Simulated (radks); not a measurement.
Results of a calculation; reference values are marked as such.
Problem. All-electron atom: Ni IV in [Ne] 3s2 3p5 3d7 4d1 (not the ground configuration). Code: a radial shooting solver on a logarithmic mesh with Libxc functionals. Model: Dirac Kohn-Sham, B86b exchange with PBE correlation, spin-unpolarised, spherical densities, point nucleus; open shells are shared between the two j in proportion to 2j + 1. Some entries of the table are withheld. Estimate them.

| orbital | occ. | eigenvalue (hartree) | <r^2> (bohr^2) |
|---|---|---|---|
| 1s1/2 | 2 | -303.9733 | (1) |
| 2s1/2 | 2 | -38.15615 | 0.07065 |
| 2p1/2 | 2 | -33.55907 | 0.05574 |
| 2p3/2 | 4 | -32.91504 | 0.05731 |
| 3s1/2 | 2 | (2) | 0.6100 |
| 3p1/2 | 1.66667 | -4.61668 | 0.6612 |
| 3p3/2 | 3.33333 | -4.53138 | 0.6768 |
| 3d3/2 | 2.8 | (3) | (4) |
| 3d5/2 | 4.2 | (5) | (6) |
| 4d3/2 | 0.4 | (7) | 11.09 |
| 4d5/2 | 0.6 | (8) | 11.13 |

Solution. 
(1) 1s1/2 <r^2> (bohr^2): 0.003934
(2) 3s1/2 eigenvalue (hartree): -6.03430
(3) 3d3/2 eigenvalue (hartree): -2.19374
(4) 3d3/2 <r^2> (bohr^2): 0.8798
(5) 3d5/2 eigenvalue (hartree): -2.18280
(6) 3d5/2 <r^2> (bohr^2): 0.8868
(7) 4d3/2 eigenvalue (hartree): -0.67253
(8) 4d5/2 eigenvalue (hartree): -0.67151
